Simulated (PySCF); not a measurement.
2-methylideneimidazole (C4H4N2), SMILES C=C1N=CC=N1. Geometry optimised at B3LYP-D3(BJ)/def2-SVP.

Computed equilibrium geometry at B3LYP-D3(BJ)/def2-SVP (PySCF confirms it by a frequency run) as bond lengths and angles, and its point group:
point group C2v.
Atoms: C1 C2 N3 C4 C5 N6 H7 H8 H9 H10. Bonded distances (Å): C1–C2 1.346, C1–H7 1.091, C1–H8 1.091, C2–N3 1.413, C2–N6 1.413, N3–C4 1.296, C4–C5 1.479, C4–H9 1.094, C5–N6 1.296, C5–H10 1.094. Angles (°): C2–C1–H7 119.9, C2–C1–H8 119.9, H7–C1–H8 120.2, C1–C2–N3 123.6, C1–C2–N6 123.6, N3–C2–N6 112.8, C2–N3–C4 103.9, N3–C4–C5 109.7, N3–C4–H9 123.0, C5–C4–H9 127.3, C4–C5–N6 109.7, C4–C5–H10 127.3, N6–C5–H10 123.0, C2–N6–C5 103.9.
Charge 0, spin multiplicity 1.
